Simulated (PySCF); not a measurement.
ISn, charge +1, singlet, at a GFN2-xTB geometry (such geometries of metal compounds can be far from the true shape) (all electrons, no relativity). Base run: M06/3-21G (PySCF).

The PySCF input:
```python
from pyscf import gto, scf, dft

mol = gto.Mole()
mol.atom = '''
    Sn   -0.000000   -0.000000   -1.376749
    I     0.000000    0.000000    1.298820
'''
mol.basis = '3-21g'
mol.charge = 1
mol.spin = 0
mol.verbose = 4
mol.build()

mf = dft.RKS(mol)
mf.xc = 'm06'
mf.kernel()
```

The base run was repeated with changes; each row names its change, and settings that it needs were set with it.

| change | ΔE vs base (mEh) | grid points | electrons on the grid | outcome |
|---|---|---|---|---|
| base | 0.000 | 43920 | 102.00000 | converged |
| grids.prune = dft.gen_grid.treutler_prune | 0.000 | 44136 | 102.00000 | converged |
| grids.atom_grid = (30, 110) | -157.4 | 4848 | 101.98750 | converged |
| grids.atom_grid = (75, 302) | 6.617 | 26400 | 101.99999 | converged |
| grids.level = 2 | -3.068 | 28088 | 101.99999 | converged |
| grids.level = 5 | -0.597 | 93824 | 102.00000 | converged |
| grids.atom_grid = (99, 590) | -1.123 | 57472 | 102.00000 | converged |
| grids.level = 1 | -29.338 | 16056 | 102.00009 | converged |
| small_rho_cutoff = 0 | 0.000 | 43920 | 102.00000 | converged |
| grids.atom_grid = (50, 194) | -100.7 | 12392 | 102.00009 | converged |
| grids.prune = dft.gen_grid.sg1_prune | - | - | - | input refused |

- grids.prune = dft.gen_grid.sg1_prune: ended with `IndexError: index 50 is out of bounds for axis 0 with size 19`
